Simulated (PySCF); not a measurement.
H10Si4, SMILES [SiH3][SiH]([SiH3])[SiH3]. Geometry: PBE0-D3(BJ)/def2-SVP.

Calculation: PySCF with PBE0-D3(BJ)/def2-SVP.

Harmonic wavenumbers (cm⁻¹): 84, 86, 86, 95, 95, 106, 354, 421, 421, 451, 451, 460, 565, 568, 568, 690, 690, 853, 853, 892, 928, 931, 931, 935, 935, 936, 2199, 2216, 2216, 2221, 2228, 2228, 2229, 2231, 2231, 2233. Rotational constants (GHz): 1.876, 1.876, 1.042; symmetry number 3.

Task: Work out the zero-point energy and the ideal-gas rigid-rotor harmonic-oscillator thermochemistry at 298.15 K and 1 atm.

Result: ZPE = ½ Σ hcν = ½ × 36616 cm⁻¹ = 52.35 kcal/mol. H − E(el) = 59.40 kcal/mol. Entropy in cal/(mol K): translation 40.32, rotation 26.68, vibration 30.39, total 97.39. G − E(el) = 30.36 kcal/mol. Cp = 37.59 cal/(mol K). Modes under 150 cm⁻¹ make the vibrational entropy uncertain.
